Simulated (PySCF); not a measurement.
## Löwdin shares of the frontier orbitals

C₅H₅F₃OS.
Z-matrix (Å and degrees, PBE0-D3(BJ)/def2-SVP geometry), rows numbered from 1:
```
C 
C   1  1.3320
C   2  1.4984  1  125.10
C   3  1.5002  2  112.20  1  -110.66
S   4  1.6123  3  125.30  2   130.91
O   2  1.3823  1  125.88  3  -178.82
C   6  1.3501  2  122.27  1     8.54
F   7  1.3174  6  107.24  2   177.41
F   7  1.3312  6  112.29  2   -63.41
F   7  1.3286  6  112.23  2    58.08
H   1  1.0898  2  118.36  3    -0.14
H   1  1.0892  2  123.46  3  -179.88
H   3  1.1070  2  107.89  1   131.01
H   3  1.0970  2  110.65  1    12.74
H   4  1.1029  3  114.31  2   -49.28
```

Theory: PySCF, TDDFT wB97X-D/def2-SVPD, vertical, gas phase, core orbitals frozen in the response.

Kohn–Sham orbitals with the atoms that hold most of them (Löwdin shares over 4%, at most four atoms; ? is withheld):

```json
{"orbital": "HOMO-3", "ε (eV)": "-12.76", "atoms": "S5 40%, C4 20%, C3 13%, H14 6%"}
{"orbital": "HOMO-2", "ε (eV)": "-10.77", "atoms": "S5 49%, C4 33%, C3 8%"}
{"orbital": "HOMO-1", "ε (eV)": "-9.88", "atoms": "?"}
{"orbital": "HOMO", "ε (eV)": "?", "atoms": "?"}
{"orbital": "LUMO", "ε (eV)": "-0.76", "atoms": "S5 43%, C4 40%, C3 6%"}
{"orbital": "LUMO+1", "ε (eV)": "1.52", "atoms": "C2 30%, C1 29%, O6 7%, H12 6%"}
{"orbital": "LUMO+2", "ε (eV)": "2.08", "atoms": "S5 24%, C1 12%, C7 10%, C2 6%"}
```

**Question.** Which atoms hold the HOMO, and with what shares?

**Answer.** S5 (bonded to C) 72%; C4 (bonded to C, S and H) 14%; C3 (bonded to 2 C and 2 H) 4%. By element: sulfur 72%, carbon 19% or more.

**Question.** Give the leading atoms of the HOMO-1.

**Answer.** C1 (bonded to C and 2 H) 36%; C2 (bonded to 2 C and O) 29%; O6 (bonded to 2 C) 15%; S5 (bonded to C) 5%. By element: carbon 64% or more, oxygen 15%, sulfur 5%.

**Question.** What is the HOMO energy, and the HOMO–LUMO gap?

**Answer.** ε(HOMO) = -8.63 eV; the gap is 7.87 eV (0.2891 hartree).

**Question.** How does S1 compare with the orbital gap of 7.87 eV?

**Answer.** S1 is at 2.42 eV (f = 0.0001), 5.45 eV below the gap, made of HOMO→LUMO (97%). Without the coupling terms of the response equations the lowest excitation would equal the gap.

**Question.** Give energy, strength and leading configuration of S1, S2 and S3, and follow the Löwdin shares of the leading atoms from the occupied to the empty orbital.

**Answer.** 
- S1 (2.42 eV, f 0.0001), HOMO→LUMO (97%): S5 72% → 43%, C4 14% → 40%; low, almost dark, from the terminal sulfur into the C=S bond, the pattern of n→π*
- S2 (5.23 eV, f 0.023), HOMO-1→LUMO (96%): C1 36% → at most 4%, C2 29% → at most 4%, S5 5% → 43%, C4 at most 5% → 40%
- S3 (6.06 eV, f 0.278), HOMO-2→LUMO (92%): S5 49% → 43%, C4 33% → 40%

Löwdin shares depend on the basis, the more so with diffuse functions.

On one thread of an x86-64 server (shared host), this took 2.3 min wall.

One conformer stands for the species.
